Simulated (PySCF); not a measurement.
# Broadened absorption spectrum of C7H8

Species: C7H8.
Bonds: C1–C2 (triple), C2–C3, C3–C4 (triple), C4–C5, C5–C6, C6–C7. Hydrogens: H8 on C1; H9, H10 on C5; H11, H12 on C6; H13, H14, H15 on C7.

The calculation used TDDFT PBE0/def2-SVPD, vertical, gas phase, core orbitals frozen in the response in PySCF 2.14.0, density-fitted response routines. The structure is a single PBE0-D3(BJ)/def2-SVP conformer in the gas phase; no vibrational or solvent corrections. Torsions of this conformer, `[CH:1]#[C:2][C:3]#[C:4][CH2:5][CH2:6][CH3:7]`: C4–C5–C6–C7 -63°.

Broadening: Gaussians 0.3 eV wide at half height, area fixed by f = 4.319×10⁻⁹ ∫ε dν̃. The cross-section is σ = 3.8235×10⁻²¹ ε cm², given in Mb (10⁻¹⁸ cm²). The width is an assumption, not a result. The curve ends short of the highest state used, and states not computed would add to its high-energy end.

```json
{"E (eV)": "4.21", "σ (Mb)": "0.00"}
{"E (eV)": "4.32", "σ (Mb)": "0.00"}
{"E (eV)": "4.44", "σ (Mb)": "0.00"}
{"E (eV)": "4.55", "σ (Mb)": "0.02"}
{"E (eV)": "4.66", "σ (Mb)": "0.09"}
{"E (eV)": "4.78", "σ (Mb)": "0.26"}
{"E (eV)": "4.89", "σ (Mb)": "0.33"}
{"E (eV)": "5.01", "σ (Mb)": "0.19"}
{"E (eV)": "5.12", "σ (Mb)": "0.05"}
{"E (eV)": "5.24", "σ (Mb)": "0.01"}
{"E (eV)": "5.35", "σ (Mb)": "0.00"}
{"E (eV)": "5.46", "σ (Mb)": "0.00"}
{"E (eV)": "5.58", "σ (Mb)": "0.00"}
{"E (eV)": "5.69", "σ (Mb)": "0.00"}
{"E (eV)": "5.81", "σ (Mb)": "0.00"}
{"E (eV)": "5.92", "σ (Mb)": "0.00"}
{"E (eV)": "6.04", "σ (Mb)": "0.00"}
{"E (eV)": "6.15", "σ (Mb)": "0.00"}
{"E (eV)": "6.26", "σ (Mb)": "0.01"}
{"E (eV)": "6.38", "σ (Mb)": "0.19"}
{"E (eV)": "6.49", "σ (Mb)": "2.19"}
{"E (eV)": "6.61", "σ (Mb)": "13.41"}
{"E (eV)": "6.72", "σ (Mb)": "32.54"}
{"E (eV)": "6.84", "σ (Mb)": "36.82"}
```

(1) Where are the band maxima, and which computed states make them?

(2) Coming from long wavelengths, where does ε first pass 100 L mol⁻¹ cm⁻¹?

(3) On this curve, what absorbance would a 10⁻³ mol/L sample give at 193 nm over a 1 cm path?

## Answers

(1) 254 nm (4.87 eV), ε about 87, made up of S2 (72%) and S3 (28%); 182 nm (6.80 eV), ε about 10000, made up of S5 (92%) (ε in L mol⁻¹ cm⁻¹; maxima over ε = 5, shares over 10%). The states used: S1 4.66 eV (f 0.0000); S2 4.87 eV (f 0.0007); S3 4.88 eV (f 0.0003); S4 6.77 eV (f 0.0092); S5 6.80 eV (f 0.104); S6 7.13 eV (f 0.0001); S7 7.35 eV (f 0.623); S8 7.38 eV (f 0.0014); S9 7.41 eV (f 0.257); S10 7.44 eV (f 0.0076).

(2) At about 193 nm (6.41 eV), 1.75 eV above S1.

(3) 193 nm is 6.424 eV, where ε is about 150 L mol⁻¹ cm⁻¹, so A = ε c l ≈ 0.15 (Beer–Lambert, with the gas-phase spectrum and the assumed width).

The vertical ionisation energy (ΔSCF) is 9.08 eV, 1.65 eV above S10.
